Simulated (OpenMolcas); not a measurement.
# Os II: thermal populations, worked from levels

```
Program             : OpenMolcas
Basis               : ANO-RCC-VTZP [8s7p5d3f2g1h]
Scalar Hamiltonian  : DKH2, point nucleus
Active space        : 7 electrons in 9 orbitals (RAS2 5d 6s; RAS3 6p, at most 2 electrons)
State averaging     : 2S+1 = 6 even, 6 roots; 2S+1 = 4 even, 84 roots kept (CI in the orbitals of an earlier block); 2S+1 = 2 even, 90 roots kept (CI in the orbitals of an earlier block); 2S+1 = 6 odd, 15 roots; 2S+1 = 8 odd, 3 roots kept (CI in the orbitals of an earlier block); 2S+1 = 4 odd, 15 roots kept (CI in the orbitals of an earlier block); 2S+1 = 2 odd, 9 roots kept (CI in the orbitals of an earlier block, 0 in the spin-orbit step)
Spin-orbit coupling : state interaction with AMFI integrals over the reference wave functions, term energies averaged over their components
```

Methods: RASSCF; MS-RASPT2, IPEA 0.25 Eh, imaginary shift 0.1 Eh (closed shells correlated: 5s 5p). Measured levels: NIST Handbook of Basic Atomic Spectroscopic Data.

**Thermal populations.** Z = Σ (2J + 1) exp(-E/kT) with k = 0.695035 cm-1/K, over the levels below. No other level of either list lies under 10700 cm-1, which is above 7 kT at each temperature.

```json
{"Level": "5d⁶ 6s ⁶D_9/2", "2J + 1": "10", "MS-RASPT2": "0.0", "measured": "0.0"}
{"Level": "5d⁶ 6s ⁶D_7/2", "2J + 1": "8", "MS-RASPT2": "3820", "measured": "3593"}
{"Level": "5d⁶ 6s ⁶D_5/2 [60 %]", "2J + 1": "6", "MS-RASPT2": "4240", "measured": "3929"}
{"Level": "5d⁶ 6s ⁶D_3/2", "2J + 1": "4", "MS-RASPT2": "6040", "measured": "5592"}
{"Level": "5d⁶ 6s ⁶D_1/2", "2J + 1": "2", "MS-RASPT2": "7040", "measured": "6637"}
{"Level": "5d⁵ 6s² ⁶S_5/2 [66 %]", "2J + 1": "6", "MS-RASPT2": "7410", "measured": "7892"}
```

```tsv
T (K)	Z, MS-RASPT2	Z, measured levels	Ground level (%), MS-RASPT2	Ground level (%), measured levels
2000	10.890	11.068	91.8	90.4
```

At 2000 K, kT = 1390 cm-1, and the computed levels give Z = 10.000 + 0.512 + 0.284 + 0.052 + 0.013 + 0.029 = 10.890.

CASPT2 does not keep the components of a term degenerate, so their means are used; among the terms shown or strongly mixed into the levels shown the widest spread is 40 cm-1 (5d⁶ 6s ⁶D, MS-RASPT2). Some high roots are left out of the spin-orbit mixing, which shifts the levels that they would mix with. Configurations are named by rounded mean occupations; where the s occupation lies near a half they are strongly mixed, a name can repeat and a true partner stay unpaired. A single d shell beside an s shell can misplace configurations of different d count against each other. Without dynamic correlation excited terms often stand tens of per cent too high (terms of higher spin than the ground term too low), and those without a measured partner can miss by more than the paired ones (holds for RASSCF). Blocks of more than 70 roots (2S+1 = 4 even, 2 even) ran without multistate coupling (holds for MS-RASPT2). Computed and measured levels are paired by configuration, term and J; levels that our copy of the source lacks, or whose pairing is in doubt (as where it misses far off the trend of its configuration), stay unpaired and out of the deviations. Only configurations of the active space appear.

A share in square brackets marks a mixed level and gives the weight of the term that names it, the lowest over the columns.
